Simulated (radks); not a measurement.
The numbers below are computed, except where a source is named.
Polarisability of the samarium ion Sm8+, [Kr] 4d10 4f4 5s2 5p2, at imaginary frequency. Level of theory: scalar-relativistic Kohn-Sham, exchange-only LDA, spin-polarised, spherical densities, finite nucleus; open shells are filled with parallel spins first (spin-orbit coupling, left out, can overturn this in heavy ions); Fermi nuclear charge, rms radius 5.0819 fm (a radial shooting solver on a logarithmic mesh with Libxc functionals). Response by self-consistent Sternheimer equations with the Hartree and adiabatic exchange-only LDA kernel, the relativistic mass of each level held fixed and spin-orbit coupling left out.

w (hartree)  alpha1(iw) (bohr^3)
0.00266                    2.414
0.0143                     2.414
0.0360                     2.412
0.0697                     2.408
0.118                      2.398
0.186                      2.374
0.280                      2.325
0.413                      2.232
0.605                      2.063
0.892                      1.787
1.35                       1.399
2.12                      0.9588
3.59                      0.5625
6.94                      0.2567
17.5                     0.06682

Static values: alpha1 = 2.414 bohr^3 (0.3577 angstrom^3; uncoupled 4.135). C6 = 7.619, triple-dipole C9 = 12.68 atomic units. One-pole (London) frequency 4 C6 / (3 alpha1^2) = 1.743 hartree, against 4.412 for minus the highest occupied eigenvalue.
